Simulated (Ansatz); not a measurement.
One change: `C[N](C)[AlH][OH]` becomes `CN(C)BO`.

Ansatz, PBE0-D4/def2-TZVP geometries, multiplicity 1. Each molecule was computed in one conformer, which needn't be the lowest.

```tsv
property	`C[N](C)[AlH][OH]`
ideal-gas entropy at 298 K and 1 bar (rigid rotor, harmonic PBE0-D4/def2-TZVP) / J/(mol·K)	353
LUMO energy (B3LYP/def2-TZVPP) / eV	-0.15
HOMO–LUMO gap (ωB97M-V/def2-TZVPP) / eV	10.28
HOMO–LUMO gap (PBE/def2-TZVPP) / eV	4.45
zero-point energy (PBE0-D4/def2-TZVP) / kJ/mol	269.7
HOMO energy (PBE/def2-TZVPP) / eV	-5.13
```

Q: Give the same properties after the change, and the shifts. (An estimate is asked.)

A: The calculation gave: 
```csv
property,`CN(C)BO`,shift
"ideal-gas entropy at 298 K and 1 bar (rigid rotor, harmonic PBE0-D4/def2-TZVP) / J/(mol·K)",322,-31
LUMO energy (B3LYP/def2-TZVPP) / eV,0.77,0.92
HOMO–LUMO gap (ωB97M-V/def2-TZVPP) / eV,11.45,1.17
HOMO–LUMO gap (PBE/def2-TZVPP) / eV,5.73,1.28
zero-point energy (PBE0-D4/def2-TZVP) / kJ/mol,292.6,22.9
HOMO energy (PBE/def2-TZVPP) / eV,-5.43,-0.30
```

With PBE0 the HOMO falls by 0.34 eV and the LUMO rises by 1.07 eV, so the gap widens by about 1.41 eV. PBE moves the HOMO by -0.30 eV and ωB97M-V by -0.34 eV.

Positive LUMOs are unbound, so they and the gaps depend on the basis.

B3LYP here is the variant with VWN-RPA as its local correlation; programs differ in this.
